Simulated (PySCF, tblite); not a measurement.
Breaking a bond: CuH, singlet. Each curve is given relative to its own lowest point near equilibrium.

```
R / Å      A      B      C
-----  -----  -----  -----
1.19    55.6   76.6   47.5
1.27    19.0   35.3   16.7
1.34     3.6   14.6    4.0
1.38     0.0    7.4    0.8
1.45     0.6    0.9    0.0
1.49     4.0    0.0    1.7
1.53     9.2    0.7    4.5
1.57    15.8    2.9    8.3
1.62    25.5    7.3   14.1
1.73    50.8   21.8   30.3
1.83    76.4   38.9   48.0
1.98   116.2   67.8   80.9
2.25   185.7  119.7  154.5
2.44   229.6  152.1  213.3
2.70   279.4  188.2  295.4
2.96   311.3  214.0  370.9
3.28   333.4  234.3  446.5
3.67   346.0  247.4  510.6
4.00   350.7  252.8  545.4
4.44   353.5  256.3  573.0
5.16       —  258.2      —
5.90       —  258.8      —
```

Energies in kJ/mol.

Question: Assign the columns to these levels of theory: tblite 0.5.0 with GFN2-xTB, 300 K electronic temperature; CCSD on RHF/def2-SVP, 5 core orbitals frozen (PySCF 2.14.0); unrestricted LDA (SVWN5)/6-31G*, spherical d in PySCF 2.14.0.

Answer: A is UKS-LDA (SVWN5)/6-31G*; B is RCCSD; C is GFN2-xTB.

A dash means that the run gave no value there, or that the column was ended at a point which the program doubted or which failed a test of continuity chosen for this set; such a test can also cut sound points.

The T1 diagnostic of CCSD on the restricted reference of RCCSD exceeds 0.045 at 2.96 to 5.90 Å. The unrestricted solution behind UKS-LDA (SVWN5)/6-31G* changes between 4.44 and 5.16 Å and between 5.16 and 5.90 Å, which can leave a kink. The unrestricted determinant behind UKS-LDA (SVWN5)/6-31G* is spin-contaminated at 1.62 to 5.16 Å (<S²> up to 1.0, against 0.00 for a pure singlet).
